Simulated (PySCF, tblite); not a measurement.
Calculations on `[C@H]1(/C([CH2][GeH2]1)=C\Cl)Cl`, in the order of a workflow; each names the level of the geometry that it ran on. Settings lines and outputs come from a driver script.

C4H6Cl2Ge.
Atom-mapped SMILES: `[Cl:1]/[CH:2]=[C:3]1/[CH2:4][GeH2:5][C@@H:6]1[Cl:7]` (hydrogens: H8 on C2; H9, H10 on C4; H11, H12 on Ge5; H13 on C6)

Step 1: GFN2-xTB geometry optimisation, gas phase (tblite 0.8.0) (from a force-field or distance-geometry start)
```json
{"job": {"kind": "relax", "xc": "GFN2-xTB", "basis": "xTB"}, "charge": 0, "multiplicity": 1}
```
```
step      E/eV     max force
  0    -613.70161    3.422
  1    -613.98700    1.476
  2    -614.18193    1.391
...
 92    -614.71907    0.014
 93    -614.71909    0.011
 94    -614.71910    0.010
 95    -614.71912    0.013
 96    -614.71913    0.010
```

Energy lowered by 23.5 kcal/mol over 96 steps; largest atomic force 0.010 eV/Å at the end. «max force» is the largest atomic force in eV/Å.

On one thread, Arm Neoverse N1 (aarch64), on a shared host, this took 1.3 s.

Step 2: GFN2-xTB harmonic vibrations, gas phase (tblite 0.8.0) (on the GFN2-xTB geometry)
```json
{"job": {"kind": "ir", "xc": "GFN2-xTB", "basis": "xTB"}, "charge": 0, "multiplicity": 1}
```
```
(table of modes left out)
```

33 modes from 38 to 3070 cm⁻¹ (unscaled, harmonic); zero-point energy 50.2 kcal/mol; all wavenumbers are real at this level.

The run took 0.89 s on one thread of an Arm Neoverse N1, shared host.

Step 3: TDDFT wB97X-D/def2-SVPD, vertical, gas phase, core orbitals frozen in the response (PySCF 2.14.0, density-fitted response routines) (on the GFN2-xTB geometry)
```json
{"job": {"kind": "uv", "xc": "wB97X-D", "basis": "def2-SVPD", "nstates": 8, "ntriplets": 3}, "charge": 0, "multiplicity": 1}
```
```
...
Static polarisability (au): isotropic 103.972, principal 82.967 97.098 131.850
Singlet excitations
state   eV       nm        f      main configurations
  1   5.6842    218.1   0.02035   H-1->L 0.88
  2   5.8846    210.7   0.31111   H->L 0.88, H-1->L 0.08
  3   6.3937    193.9   0.00415   H-2->L 0.70, H->L+1 0.18
  4   6.4252    193.0   0.00182   H->L+1 0.54, H-2->L 0.23, H->L+4 0.09
  5   6.8684    180.5   0.07016   H-1->L+1 0.79
  6   6.9861    177.5   0.00264   H-3->L 0.81
  7   7.0345    176.3   0.00861   H->L+3 0.65
  8   7.2182    171.8   0.01823   H->L+4 0.30, H->L+2 0.21, H->L+3 0.14
Triplet excitations (Tamm-Dancoff, eV): 3.8883 5.2699 5.9825
```

HOMO -9.03 eV, LUMO 0.77 eV; lowest singlet 5.68 eV; lowest triplet 3.89 eV (Tamm–Dancoff); mean polarisability 104.0 au.

The run took 1.9 min (grids of density and orbitals included) on one thread, Arm Neoverse N1 (aarch64) (shared host), and the process peaked at 0.94 GiB of memory.

Geometry of the electronic-property runs (GFN2-xTB):
```
atom  x, y, z in Å
Cl1    2.3464    1.3399    1.7623
C2     1.8717    0.1476    0.6115
C3     0.6502    0.0820    0.1097
C4     0.1230   -0.9523   -0.8534
Ge5   -1.7240   -0.5192   -0.2261
C6    -0.5307    0.9297    0.4675
Cl7   -0.6596    2.2911   -0.6904
H8     2.6618   -0.5354    0.3392
H9     0.5440   -1.9444   -0.7074
H10    0.3013   -0.6526   -1.8863
H11   -2.7758   -0.0806   -1.2071
H12   -2.3034   -1.4650    0.7978
H13   -0.5093    1.3597    1.4649
```

 (This holds for the electronic-property runs.)

One conformer stands for the species.

Note: wB97X-D ran without an empirical dispersion term, which enters the total energy and its gradient alone.
